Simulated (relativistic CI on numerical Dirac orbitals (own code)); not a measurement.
The numbers below are computed, except where a source is named.
## Quantum defects of the nd series of Xe⁵⁺

Problem. The nd 2D levels with J = 3/2 of Xe⁵⁺ lie at 5d: 180249.6, 6d: 338450.0, 7d: 404100.0 cm⁻¹ (Saloman, J. Phys. Chem. Ref. Data 33, 765 (2004)), and the ionisation limit at 537996.0 cm⁻¹ (NIST ASD). Find the quantum defects and predict 8d.

Working.
1. The outer electron sees the charge z = 6; R = 109736.86 cm⁻¹ for this mass. The binding energy T = limit − E defines n* = z√(R/T).
2. Values: 5d: T = 357746.4, n* = 3.3231, δ = n − n* = 1.6769; 6d: T = 199546.0, n* = 4.4494, δ = n − n* = 1.5506; 7d: T = 133896.0, n* = 5.4318, δ = n − n* = 1.5682.
3. With δ held at 1.5682: E(8d) = limit − Rz²/(8 − δ)² = 442498.9 cm⁻¹.
4. The Ritz form δ = δ₀ + a/n*² through the last two members has a = -1.0619 and δ₀ = 1.6042, so with n* ≈ 8 − 1.5682, δ(8) = 1.5785 and E = 442191.7 cm⁻¹.

Check. The measured level is 442770.0 cm⁻¹ (δ = 1.5591), so the two predictions miss by -271.1 and -578.3 cm⁻¹. The defect is large because this electron penetrates the core.
